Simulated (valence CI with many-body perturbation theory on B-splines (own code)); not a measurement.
Xe XLVIII: electric-dipole lines

Level of theory: relativistic CI+MBPT: five valence electrons over a frozen Dirac-Fock core [He], radial functions for each j: 9 s, 9 p, 8 d, 6 f, 3 g, 1 h, with the one-electron correlation potential Σ1, the two-electron term Σ2, the three-electron term Σ3, Breit, model QED; selected CI, second order for the rest (own B-spline code, finite nucleus).

The last digits are not significant, and no measured levels were compared; by estimate large intervals hold to a few tenths of a per cent, small ones and those within an open d or f shell to about a per cent. Among the levels kept, up to 1800 cm⁻¹ of a level comes from second order outside the variational space, and about a tenth of that is noise between levels of different J, which matters for small intervals.

Lines 1 to 50 of 266 in falling wavelength, among levels below 5373.5 eV, chosen from the strongest by gf and those to the six lowest levels. Wavelengths and rates use the calculated energies. Electric multipoles are in the length gauge, E1 and E2 with the static RPA response of the core. Weak lines are less certain than strong ones. Lines between different terms over intervals too small for the method are left out, as are lines whose strength nearly cancels. The highest levels of a list are the least certain.

Levels are named by their leading jj configuration (3d3/2^4 stands for four electrons in 3d with j = 3/2), which in mixed levels can hold well under half, so a name can repeat and another be missing. Letters in brackets count levels of one name in rising energy.

| λ vac (Å) | Upper | Lower | A (s⁻¹) | log gf | Branch % |
| --- | --- | --- | --- | --- | --- |
| 201.3 | (2s^2 2p1/2 2p3/2 3p1/2) J=5/2 | (2s^2 2p1/2 2p3/2 3s) J=3/2 [b] | 2.20e+09 | -1.10 | 0.4 |
| 201.2 | (2s 2p1/2^2 2p3/2 3p1/2) J=3/2 [b] | (2s 2p1/2^2 2p3/2 3s) J=3/2 [b] | 2.57e+09 | -1.20 | 0.0 |
| 193.0 | (2s 2p1/2^2 2p3/2 3p1/2) J=3/2 [b] | (2s 2p1/2^2 2p3/2 3s) J=1/2 | 2.36e+09 | -1.28 | 0.0 |
| 189.5 | (2s^2 2p1/2 2p3/2 3p1/2) J=1/2 | (2s^2 2p1/2 2p3/2 3s) J=3/2 [a] | 4.54e+09 | -1.31 | 1.2 |
| 188.0 | (2s^2 2p1/2^2 3p1/2) J=1/2 | (2s^2 2p1/2^2 3s) J=1/2 | 5.73e+09 | -1.22 | 1.1 |
| 187.9 | (2s^2 2p1/2 2p3/2 3p1/2) J=5/2 | (2s^2 2p1/2 2p3/2 3s) J=5/2 | 2.77e+09 | -1.06 | 0.6 |
| 184.0 | (2s 2p1/2^2 2p3/2 3p1/2) J=3/2 [a] | (2s 2p1/2^2 2p3/2 3s) J=5/2 | 2.97e+09 | -1.22 | 0.0 |
| 174.7 | (2s^2 2p1/2 2p3/2 3p1/2) J=3/2 [a] | (2s^2 2p1/2 2p3/2 3s) J=3/2 [a] | 3.39e+09 | -1.21 | 0.9 |
| 170.1 | (2s^2 2p3/2^2 3p1/2) J=5/2 | (2s^2 2p3/2^2 3s) J=3/2 | 3.19e+09 | -1.08 | 0.3 |
| 167.7 | (2s 2p1/2^2 2p3/2 3d3/2) J=7/2 | (2s 2p1/2^2 2p3/2 3p3/2) J=7/2 | 1.81e+09 | -1.21 | 0.1 |
| 160.7 | (2s^2 2p3/2^2 3p1/2) J=3/2 | (2s^2 2p3/2^2 3s) J=5/2 | 7.06e+09 | -0.96 | 0.4 |
| 157.4 | (2s 2p1/2^2 2p3/2 3p1/2) J=5/2 [b] | (2s 2p1/2^2 2p3/2 3s) J=5/2 | 2.40e+09 | -1.27 | 0.0 |
| 154.0 | (2s^2 2p3/2^2 3p1/2) J=5/2 | (2s^2 2p3/2^2 3s) J=5/2 | 4.94e+09 | -0.98 | 0.5 |
| 140.9 | (2s^2 2p3/2^3) J=3/2 | (2s 2p1/2^2 2p3/2^2) J=1/2 | 1.50e+07 | -3.75 | 1.8 |
| 138.5 | (2s^2 2p1/2 2p3/2 3d5/2) J=3/2 [b] | (2s^2 2p1/2 2p3/2 3p3/2) J=1/2 [b] | 5.44e+09 | -1.20 | 0.0 |
| 137.0 | (2s^2 2p1/2 2p3/2 3p1/2) J=3/2 [b] | (2s^2 2p1/2 2p3/2 3s) J=5/2 | 9.82e+09 | -0.96 | 0.6 |
| 135.7 | (2s 2p1/2^2 2p3/2 3d5/2) J=5/2 | (2s 2p1/2^2 2p3/2 3p3/2) J=5/2 [a] | 4.63e+09 | -1.12 | 0.0 |
| 133.3 | (2s 2p1/2^2 2p3/2 3d5/2) J=9/2 | (2s 2p1/2^2 2p3/2 3p3/2) J=7/2 | 1.50e+10 | -0.40 | 49.2 |
| 130.2 | (2s^2 2p1/2 2p3/2 3d5/2) J=7/2 [b] | (2s^2 2p1/2 2p3/2 3p3/2) J=5/2 [b] | 8.44e+09 | -0.77 | 0.0 |
| 126.4 | (2s^2 2p1/2 2p3/2 3d5/2) J=9/2 | (2s^2 2p1/2 2p3/2 3p3/2) J=7/2 | 1.62e+10 | -0.41 | 70.6 |
| 124.4 | (2s^2 2p1/2^2 3d5/2) J=5/2 | (2s^2 2p1/2^2 3p3/2) J=3/2 | 1.69e+10 | -0.63 | 0.0 |
| 120.8 | (2s^2 2p1/2 2p3/2 3d5/2) J=7/2 [a] | (2s^2 2p1/2 2p3/2 3p3/2) J=5/2 [a] | 1.50e+10 | -0.58 | 0.1 |
| 118.8 | (2s 2p1/2^2 2p3/2 3d5/2) J=5/2 | (2s 2p1/2^2 2p3/2 3p3/2) J=3/2 [a] | 9.85e+09 | -0.90 | 0.0 |
| 117.4 | (2s^2 2p1/2 2p3/2 3d5/2) J=5/2 [a] | (2s^2 2p1/2 2p3/2 3p3/2) J=3/2 [a] | 1.10e+10 | -0.86 | 0.0 |
| 116.9 | (2s 2p1/2^2 2p3/2 3d5/2) J=3/2 | (2s 2p1/2^2 2p3/2 3p3/2) J=3/2 [a] | 7.51e+09 | -1.21 | 0.0 |
| 115.1 | (2s^2 2p1/2 2p3/2 3d5/2) J=5/2 [b] | (2s^2 2p1/2 2p3/2 3p3/2) J=3/2 [b] | 1.04e+10 | -0.91 | 0.0 |
| 114.0 | (2s^2 2p1/2 2p3/2 3d5/2) J=7/2 [b] | (2s 2p1/2^2 2p3/2 3s) J=5/2 | 5.84e+09 | -1.04 | 0.0 |
| 113.5 | (2s^2 2p1/2 2p3/2 3d5/2) J=3/2 [a] | (2s^2 2p1/2 2p3/2 3p3/2) J=1/2 [a] | 8.56e+09 | -1.18 | 0.0 |
| 106.0 | (2s^2 2p1/2 2p3/2 3d5/2) J=7/2 [b] | (2s^2 2p1/2 2p3/2 3p3/2) J=7/2 | 3.55e+09 | -1.32 | 0.0 |
| 98.24 | (2s^2 2p1/2 2p3/2 3d5/2) J=3/2 [b] | (2s^2 2p1/2 2p3/2 3p3/2) J=3/2 [a] | 1.11e+10 | -1.19 | 0.0 |
| 83.38 | (2s 2p1/2^2 2p3/2 3p3/2) J=3/2 [a] | (2s 2p1/2^2 2p3/2 3s) J=3/2 [a] | 3.53e+10 | -0.83 | 0.0 |
| 81.21 | (2s 2p1/2^2 2p3/2 3p3/2) J=7/2 | (2s^2 2p1/2 2p3/2 3p3/2) J=5/2 [b] | 2.53e+10 | -0.70 | 1.5 |
| 80.78 | (2s^2 2p3/2^2 3s) J=3/2 | (2s 2p1/2^2 2p3/2 3s) J=3/2 [a] | 1.26e+10 | -1.31 | 0.0 |
| 80.31 | (2s^2 2p1/2 2p3/2 3p3/2) J=3/2 [a] | (2s^2 2p1/2 2p3/2 3s) J=3/2 [b] | 2.34e+10 | -1.04 | 3.9 |
| 79.14 | (2s^2 2p3/2^3) J=3/2 | (2s 2p1/2^2 2p3/2^2) J=5/2 | 9.02e+07 | -3.47 | 11.1 |
| 78.97 | (2s 2p1/2^2 2p3/2 3d3/2) J=5/2 | (2s 2p1/2^2 2p3/2 3p1/2) J=5/2 [b] | 1.30e+10 | -1.14 | 0.0 |
| 78.49 | (2s^2 2p1/2 2p3/2 3d3/2) J=5/2 | (2s^2 2p1/2 2p3/2 3p1/2) J=5/2 | 8.89e+09 | -1.31 | 0.0 |
| 76.86 | (2s^2 2p1/2 2p3/2 3p3/2) J=5/2 [a] | (2s^2 2p1/2 2p3/2 3s) J=3/2 [a] | 5.52e+10 | -0.53 | 1.3 |
| 76.81 | (2s 2p1/2^2 2p3/2 3d3/2) J=7/2 | (2s 2p1/2^2 2p3/2 3p1/2) J=5/2 [b] | 3.71e+10 | -0.58 | 1.7 |
| 76.68 | (2s 2p1/2^2 2p3/2 3p3/2) J=5/2 [a] | (2s 2p1/2^2 2p3/2 3s) J=3/2 [a] | 5.23e+10 | -0.56 | 0.1 |
| 76.54 | (2s 2p1/2^2 2p3/2 3p3/2) J=5/2 [b] | (2s 2p1/2^2 2p3/2 3s) J=3/2 [b] | 8.92e+10 | -0.33 | 0.1 |
| 76.52 | (2s^2 2p1/2 2p3/2 3d3/2) J=3/2 [b] | (2s^2 2p1/2 2p3/2 3p1/2) J=3/2 [b] | 2.87e+10 | -1.00 | 0.0 |
| 76.48 | (2s 2p1/2^2 2p3/2 3p1/2) J=5/2 [b] | (2s^2 2p1/2 2p3/2 3p1/2) J=3/2 [b] | 2.40e+10 | -0.90 | 0.0 |
| 76.31 | (2s^2 2p1/2 2p3/2 3p3/2) J=1/2 [a] | (2s^2 2p1/2 2p3/2 3s) J=1/2 | 5.40e+10 | -1.03 | 6.5 |
| 75.50 | (2s^2 2p1/2 2p3/2 3p3/2) J=3/2 [b] | (2s^2 2p1/2 2p3/2 3s) J=3/2 [b] | 2.47e+10 | -1.07 | 0.2 |
| 74.98 | (2s 2p1/2^2 2p3/2 3p3/2) J=1/2 [a] | (2s 2p1/2^2 2p3/2 3s) J=3/2 [a] | 6.33e+10 | -0.97 | 0.0 |
| 74.87 | (2s^2 2p1/2 2p3/2 3p3/2) J=7/2 | (2s^2 2p1/2 2p3/2 3s) J=5/2 | 9.46e+10 | -0.20 | 19.7 |
| 74.58 | (2s 2p1/2^2 2p3/2 3p3/2) J=7/2 | (2s 2p1/2^2 2p3/2 3s) J=5/2 | 7.65e+10 | -0.29 | 4.4 |
| 74.17 | (2s^2 2p1/2 2p3/2 3d3/2) J=1/2 [b] | (2s^2 2p1/2 2p3/2 3p1/2) J=3/2 [b] | 4.56e+10 | -1.12 | 0.0 |
| 73.81 | (2s^2 2p1/2 2p3/2 3d3/2) J=3/2 [a] | (2s^2 2p1/2 2p3/2 3p1/2) J=3/2 [a] | 2.73e+10 | -1.05 | 0.0 |
